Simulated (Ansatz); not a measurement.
Abridged output of a molecular run in Ansatz:

```
Functional definition: HF
1112 factors; integrals over basis functions are off by at most 1.1e-3 eV
mean field evaluation 1: about -27054.7691 eV, gradient 5.3e1 eV
mean field evaluation 2: about -27054.8639 eV, gradient 5.3e1 eV
mean field evaluation 4: about -27060.6119 eV, gradient 3.3e0 eV
mean field evaluation 8: about -27060.6819 eV, gradient 2.2e-1 eV
mean field -27060.68232173 eV, -994.4617329344 hartree, gradient 1.7e-6 eV, S^2 0.000000; 0 other end points of the search recorded, 0 dependent functions left out
12 core orbitals not correlated: weight in the atoms' cores, before any rotation towards them, 1.000 or more for the frozen orbitals, at most 0.000 for the correlated occupied ones
reference -27060.68232173 eV, -994.4617329344 hartree; 20, 20 occupied and 84, 84 virtual orbitals, 1112 factors
second order -23.54485553 eV of doubles, -0.00000000 eV of singles
cycle   1  -23.67509530 eV  change   -1.3e-1 eV  update   1.5e-1
cycle   2  -24.27684995 eV  change   -6.0e-1 eV  update   5.3e-2
cycle   3  -24.47674898 eV  change   -2.0e-1 eV  update   2.8e-2
cycle   4  -24.46973649 eV  change    7.0e-3 eV  update   6.5e-3
cycle   5  -24.46380844 eV  change    5.9e-3 eV  update   2.3e-3
cycle   6  -24.46409437 eV  change   -2.9e-4 eV  update   7.5e-4
cycle   7  -24.46377994 eV  change    3.1e-4 eV  update   2.5e-4
cycle   8  -24.46371310 eV  change    6.7e-5 eV  update   8.5e-5
cycle   9  -24.46377191 eV  change   -5.9e-5 eV  update   3.2e-5
cycle  10  -24.46376512 eV  change    6.8e-6 eV  update   1.1e-5
perturbative correction -0.74218029 eV, -0.0272746225 hartree
Total energy: -27085.88826714 eV, -995.3880343429 hartree
```

Its atoms:

Cartesian coordinates in Å:
```
O 1.451 -1.317 0.362
Hf 0.030 -0.132 -0.086
O -1.008 -0.607 -1.609
S 1.142 2.039 -0.400
S -1.617 0.020 1.734
H 2.039 -2.051 0.508
H -1.353 -0.925 -2.437
H -0.023 2.641 -0.705
H -0.662 0.332 2.632
```

Problem. Which basis set was used?
A. cc-pV(T+d)Z
B. def2-SVP
C. def2-TZVPP
D. def2-TZVPPD

Solution. B. It gives 116 functions.

Problem. Write the keys of the input that set method, charge and spin (a neutral closed shell needs none for the last two).

Solution. 
```yaml
correlation: {method: ccsd_t}
```
